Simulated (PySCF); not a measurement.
Compound: methyl 2-chlorobenzoate, C8H7ClO2.
Bonds: C1–O2, O2–C3, C3–O4 (double), C3–C5, C5–C6 (aromatic), C6–C7 (aromatic), C7–C8 (aromatic), C8–C9 (aromatic), C9–C10 (aromatic), C10–Cl11, C5–C10 (aromatic). Hydrogens: H12, H13, H14 on C1; H15 on C6; H16 on C7; H17 on C8; H18 on C9.

Theory: PySCF, PBE0-D3(BJ)/def2-SVP geometry optimisation, gas phase.

Problem. List the bond lengths, angles and torsions at this level.

Solution. 
```tsv
bond	length (Å)
C1–O2	1.416
O2–C3	1.328
C3=O4	1.207
C3–C5	1.495
C5–C6	1.403
C6–C7	1.387
C7–C8	1.394
C8–C9	1.390
C9–C10	1.398
C10–Cl11	1.730
C5–C10	1.407
C1–H12, C1–H13, C1–H14	1.099
C6–H15	1.092
C7–H16	1.092
C8–H17	1.093
C9–H18	1.091
```

Bonds in one row agree within 0.01 Å and their mean is given. A selection of angles:
```tsv
angle	degrees
C1–O2–C3	116.0
O2–C3–O4	123.1
O2–C3–C5	114.1
O4–C3–C5	122.8
C3–C5–C6	114.7
C3–C5–C10	127.2
C6–C5–C10	118.1
C5–C6–C7	121.8
C6–C7–C8	119.3
C7–C8–C9	120.0
C8–C9–C10	120.5
C9–C10–Cl11	116.2
C5–C10–C9	120.2
C5–C10–Cl11	123.6
```

Torsions: C1–O2–C3–O4 -2° (synperiplanar); O2–C3–C5–C6 162° (antiperiplanar). The mirror-image conformer, all signs reversed, is as good.

The C–C distances run from 1.387 Å (C6–C7, aromatic) to 1.495 Å (C3–C5, drawn single), a spread of 0.108 Å. Of the pairs four or more bonds apart, O2···Cl11 is among the closest relative to their van der Waals radii: 2.85 Å, 87 % of the sum of Bondi's values. The 3 C–O bonds span 1.207 Å (C3=O4, drawn double) to 1.416 Å (C1–O2, drawn single), a spread of 0.209 Å. The 6-membered ring C5–C6–C7–C8–C9–C10 has internal angles of 118.1° to 121.8° (sum 720°, against 720° for a flat polygon); it is planar, 0.00 Å rms from its mean plane, widest ring torsion 1°.

Point group: C1 (no symmetry element, even within 0.4 Å). No frequency check. The numbers are those of one conformer.

Rough CPU time on one thread of a shared machine: about 9 min. That covers the optimisation of the geometry.
